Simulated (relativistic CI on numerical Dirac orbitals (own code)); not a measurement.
**Ru⁵⁺: resonant inelastic scattering at the L2,3 edge**

Computed with this model: Dirac-Coulomb-Breit CI, orbitals from a KLI potential per configuration, a model potential for QED, Kramers-Heisenberg scattering through one core-hole configuration in a parametric crystal field, unscaled Slater integrals; configurations [Kr] 4d3 → [He] 2s2 2p5 3s2 3p6 3d10 4s2 4p6 4d4; 300 K; core-hole width 2.4 eV; summed over polarisations. Incident energies are the highest absorption maxima for each field (at most a few, so the weaker spin-orbit partner edge can be absent), on the computed scale of the free ion. Intensities are in per cent of the strongest line above 0.02 eV; levels within 1 cm⁻¹ are merged; final levels count from the ground level, the first row holds all elastic scattering, lines under 0.4 are left out and each table stops after 24 rows. The scale of the Slater integrals is a model choice and moves the terms in proportion.

Field parameters in Wybourne normalisation: Oh B⁴₀ = 21Dq, B⁴₄ = √(5/14) B⁴₀. The field is a parameter set, without covalency.

S is read from ⟨S²⟩ = S(S + 1).

Oh, 10Dq = 8500 cm⁻¹:

```csv
Final level (eV),Degeneracy,Irrep,S,2849.1 eV,2977.9 eV
0.000,4,Γ8,1.49,5036.3,611.5
1.025,2,Γ7,1.50,24.9,11.8
1.026,4,Γ8,1.48,57.1,45.1
1.101,4,Γ8,1.49,53.5,38.2
1.142,2,Γ6,1.49,15.8,9.3
1.706,2,Γ7,1.49,16.7,15.8
1.761,4,Γ8,1.47,43.6,22.2
1.871,4,Γ8,1.42,100.0,12.5
1.968,2,Γ6,1.46,70.8,3.7
2.355,4,Γ8,0.56,32.7,40.1
2.500,4,Γ8,0.67,53.8,61.1
2.505,2,Γ6,0.54,45.7,55.9
3.109,4,Γ8,1.05,58.8,41.5
3.115,2,Γ6,1.20,51.9,6.1
3.146,2,Γ7,0.54,21.2,14.6
3.200,4,Γ8,0.95,99.0,43.6
3.257,2,Γ6,0.85,13.6,3.7
3.355,4,Γ8,1.42,21.9,19.6
3.366,2,Γ7,1.40,13.9,26.0
3.495,4,Γ8,0.61,28.6,22.7
3.504,2,Γ6,0.64,9.9,8.1
3.557,2,Γ7,0.65,26.4,31.9
3.755,4,Γ8,0.65,13.6,14.7
3.945,4,Γ8,0.56,4.8,5.0
```

Oh, 10Dq = 19250 cm⁻¹:

| Final level (eV) | Degeneracy | Irrep | S | 2848.5 eV | 2976.8 eV |
| --- | --- | --- | --- | --- | --- |
| 0.000 | 4 | Γ8 | 1.50 | 2867.7 | 575.7 |
| 2.194 | 4 | Γ8 | 1.09 | 21.0 | 86.7 |
| 2.334 | 2 | Γ7 | 1.50 | 40.8 | 18.8 |
| 2.373 | 4 | Γ8 | 1.38 | 69.0 | 87.4 |
| 2.377 | 2 | Γ6 | 1.25 | 17.2 | 49.4 |
| 2.453 | 4 | Γ8 | 0.74 | 52.8 | 21.3 |
| 2.633 | 4 | Γ8 | 1.07 | 100.0 | 15.3 |
| 2.637 | 2 | Γ6 | 0.90 | 55.9 | 13.7 |
| 3.379 | 2 | Γ7 | 1.24 | 14.7 | 51.7 |
| 3.441 | 4 | Γ8 | 1.16 | 29.2 | 70.2 |
| 3.600 | 2 | Γ6 | 1.46 | 46.0 | 2.1 |
| 3.634 | 4 | Γ8 | 1.46 | 47.9 | 12.4 |
| 3.689 | 4 | Γ8 | 1.01 | 63.1 | 19.8 |
| 3.784 | 2 | Γ7 | 0.91 | 33.5 | 8.6 |
| 4.457 | 2 | Γ6 | 0.59 | 2.5 | 1.3 |
| 4.771 | 2 | Γ7 | 0.51 | 4.4 | 5.8 |
| 4.784 | 2 | Γ6 | 0.52 | 2.9 | 1.6 |
| 4.784 | 4 | Γ8 | 0.52 | 13.3 | 6.9 |
| 4.893 | 4 | Γ8 | 0.64 | 2.6 | 3.1 |
| 5.171 | 4 | Γ8 | 0.66 | 2.7 | 2.3 |
| 5.464 | 4 | Γ8 | 1.20 | 14.6 | 7.3 |
| 5.481 | 2 | Γ6 | 1.24 | 8.8 | 2.2 |
| 5.526 | 2 | Γ7 | 1.49 | 5.2 | 6.2 |
| 5.582 | 4 | Γ8 | 1.38 | 9.8 | 8.7 |

For the first field the strongest loss at the lowest incident energy is the level at 1.87 eV (S = 1.42, against 1.49 in the thermal ground state). Levels of other spin, the first over 8 % at 2.35 eV, appear because spin-orbit coupling of the core hole, and in heavier ions of the valence shell too, mixes spins.
